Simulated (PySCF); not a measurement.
(1E)-1-bromobuta-1,3-diene (C4H5Br), SMILES C=C/C=C/Br. Coordinates come from a B3LYP-D3(BJ)/def2-SVP optimisation. Other conformers were not sampled.

Task: Give the equilibrium geometry at B3LYP-D3(BJ)/def2-SVP (PySCF confirms it by a frequency run) as Cartesian coordinates in Å, and its point group. (The exact figures need the calculation; the answer reports its results.)

Result: Several could match; the one computed here: point group Cs.
```xyz
10

C     -0.3692    -3.6755     0.0000
C      0.3801    -2.5607     0.0000
C     -0.1678    -1.2122     0.0000
C      0.6021    -0.1132     0.0000
Br    -0.0915     1.6447     0.0000
H     -1.4625    -3.6261     0.0000
H      0.0853    -4.6687     0.0000
H      1.4731    -2.6464     0.0000
H     -1.2579    -1.1086     0.0000
H      1.6938    -0.1452     0.0000
```
